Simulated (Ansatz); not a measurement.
Basis-set extrapolation for CH$_{5}$NO$_{2}$Si (PBE0-D4/def2-TZVP geometry, frozen core, Ansatz 0.2.0). Multiplicity 1, RHF reference.

|  | def2-TZVPP | def2-QZVPP |
| --- | --- | --- |
| HF | -534.023870 | -534.044274 |
| MP2 correlation | -0.961620 | -1.034733 |
| CCSD(T) correlation | -1.029840 | not run |

Energies in hartree. Use E(X) = E(∞) + A·exp(−7.88·√X) for Hartree–Fock and E(X) = E(∞) + B·X^(−2.97) for correlation, with X = 3 and 4, and add CCSD(T) minus MP2 of the smaller set to the MP2 limit.

Q: What is the CCSD(T) energy at the basis-set limit?

A: HF limit: -534.044274 + (-0.020404) × 0.13774 = -534.04708. MP2 limit: -1.034733 + (-0.073113) × 0.74074 = -1.08889. Higher-order term: -1.029840 − (-0.961620) = -0.06822. Total: -535.20419 hartree, 395.1 kJ/mol below CCSD(T)/def2-TZVPP.
